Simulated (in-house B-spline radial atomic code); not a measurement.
A fraction x of an electron is removed from 4p in Ag⁺, starting from [Kr] 4d10 and keeping the highest spin. All numbers are computed (scalar-relativistic (X2C) BP86, spin-polarised, spherical fractional occupations; Fermi nucleus of rms radius 4.5454 fm) with an all-electron radial atomic-structure program (B-spline basis), not measured.

| x | E(x) - E(0) (eV) | 4p down level (eV) |
| --- | --- | --- |
| 0 | 0.0000 | -66.911 |
| 0.1 | 6.7607 | -68.308 |
| 0.14 | ? | ? |
| 0.31 | 21.4197 | -71.319 |
| 0.46 | 32.2826 | -73.528 |
| 0.5 | 35.2357 | -74.126 |
| 0.52 | 36.7212 | -74.425 |
| 0.68 | 48.8227 | -76.851 |
| 0.77 | ? | ? |
| 0.88 | 64.5017 | -79.950 |
| 1 | 74.2090 | -81.843 |

Problem. What belongs in the row x = 0.14?

Solution. An energy change of 9.5043 eV; 4p down at -68.873 eV.

Problem. What belongs in the row x = 0.77?

Solution. An energy change of 55.8015 eV; 4p down at -78.237 eV.

Problem. Check Janak's theorem between x = 0.31 and 0.46.

Solution. The slope of the energy is 72.42 eV; the orbital levels give 72.42 eV (-ε of the emptying orbital, averaged over the two points).
